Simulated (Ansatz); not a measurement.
`[GeH3][Br]` + `N[SiH3]` → `[SiH3][NH][GeH3]` + HBr at 600 K and 1 bar (ligand exchange at a Ge–Br bond).

Computed with Ansatz on PBE0-D4/def2-TZVP structures; ΔE is electronic, products minus reactants. CBS: MP2 limit from def2 TZ/QZ plus the TZ coupled-cluster correction, frozen cores. This one scheme is used for every species. For Br, Ge outer-core shells are correlated without core-valence functions, which leaves a few kJ/mol of doubt a bond. Scalar relativity is left out up to krypton.

```json
{"species": "`[GeH3][Br]`", "CCSD(T)/CBS energy (Eh)": "-4651.26096", "H − E (kJ/mol)": "96.2", "S (J/(mol·K))": "322.2"}
{"species": "`N[SiH3]`", "CCSD(T)/CBS energy (Eh)": "-346.80422", "H − E (kJ/mol)": "170.6", "S (J/(mol·K))": "320.8"}
{"species": "`[SiH3][NH][GeH3]`", "CCSD(T)/CBS energy (Eh)": "-2424.11992", "H − E (kJ/mol)": "226.9", "S (J/(mol·K))": "430.3"}
{"species": "HBr", "CCSD(T)/CBS energy (Eh)": "-2573.91920", "H − E (kJ/mol)": "33.5", "S (J/(mol·K))": "219.1"}
```

H − E and S are ideal-gas, rigid-rotor, harmonic terms from PBE0-D4/def2-TZVP, for one conformer and one mirror image of each species. 1 Eh = 2625.50 kJ/mol, R = 8.31446 J/(mol·K).

Task: By hand: ΔE, ΔH, ΔS and ΔG.

Result: ΔE = (-2424.11992) + (-2573.91920) − (-4651.26096) − (-346.80422) = 0.02606 Eh = 68.4 kJ/mol. Δ(H − E) = 226.9 + 33.5 − 96.2 − 170.6 = -6.4, so ΔH = 62.0 kJ/mol. ΔS = 430.3 + 219.1 − 322.2 − 320.8 = 6.4 J/(mol·K). ΔG = 62.0 − 600 × (6.4)/1000 = 58.2 kJ/mol.

Task: By hand: the equilibrium constant, and the temperature at which ΔG would vanish if ΔH and ΔS stayed fixed.

Result: log₁₀ K = −ΔG/(RT ln 10) = -5.1. ΔG = 0 at ΔH/ΔS = 9688 K, far beyond where these terms or the molecules hold.

The number of gas molecules stays the same, so ΔS is small and ΔH decides. A doubt of 5 kJ/mol in ΔE shifts log₁₀ K by 0.4 here. Other conformers and mirror images would add mixing entropy, several J/(mol·K) or more a flexible species. Modes under 60 cm⁻¹, often nearly free rotors, make the harmonic entropy too high. These are equilibria of isolated gas molecules and say nothing of rates. Largest T1 diagnostic: 0.011 (customary marks: 0.02 for closed shells, 0.045 for open ones).
